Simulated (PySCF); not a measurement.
C2H7ClFNSi, SMILES CC[Si@](N)(F)Cl. Atoms are numbered in the order given.

```xyz
13

C     -2.0216    -0.7190     1.3150
C     -1.3303     0.5822     0.8859
Si     0.3357     0.3292     0.0808
N      1.4539    -0.4285     1.1457
F      0.8458     1.7891    -0.4781
Cl     0.2013    -0.8958    -1.5933
H     -1.3963    -1.2872     2.0329
H     -2.1976    -1.3803     0.4427
H     -3.0018    -0.5236     1.7950
H     -1.1739     1.2592     1.7561
H     -1.9588     1.1582     0.1731
H      1.6328    -0.0170     2.0650
H      2.2947    -0.8710     0.7679
```

Coordinates come from a PBE-D3(BJ)/def2-SVP optimisation. The structure was generated by enumeration; whether it is a known compound was not checked. One conformer was computed; it need not be the lowest.

Two levels are set side by side: PBE/pcSseg-1 (PySCF) and B3LYP/pcSseg-1 (PySCF). GIAO shifts against CFCl3 (¹⁹F), HCl (³⁵Cl), NH3 (¹⁵N), TMS (²⁹Si), TMS (¹H), TMS (¹³C) at the same level; non-relativistic, no solvent, atoms listed together averaged. Without spin–orbit terms, shifts of atoms bonded to Cl or Br come out too high at both levels. Differences are taken from unrounded values.

```csv
quantity,B3LYP
δ(¹³C) of C1 (ppm),13.2
δ(¹³C) of C2 (ppm),14.9
δ(²⁹Si) of Si3 (ppm),3.8
δ(¹⁵N) of N4 (ppm),42.8
δ(¹⁹F) of F5 (ppm),-118.3
δ(³⁵Cl) of Cl6 (ppm),24.6
```

What does PBE give, and how far is it from B3LYP? (Estimate from the structure and the level; the computed values follow.)


```tsv
quantity	PBE	PBE minus B3LYP
δ(¹³C) of C1 (ppm)	13.2	0.0
δ(¹³C) of C2 (ppm)	15.7	0.8
δ(²⁹Si) of Si3 (ppm)	7.8	4.0
δ(¹⁵N) of N4 (ppm)	46.6	3.8
δ(¹⁹F) of F5 (ppm)	-127.2	-8.9
δ(³⁵Cl) of Cl6 (ppm)	43.5	18.9
```

Rough cost on one machine, each run with all the roots and properties that it gave: B3LYP against PBE within a factor of 2.
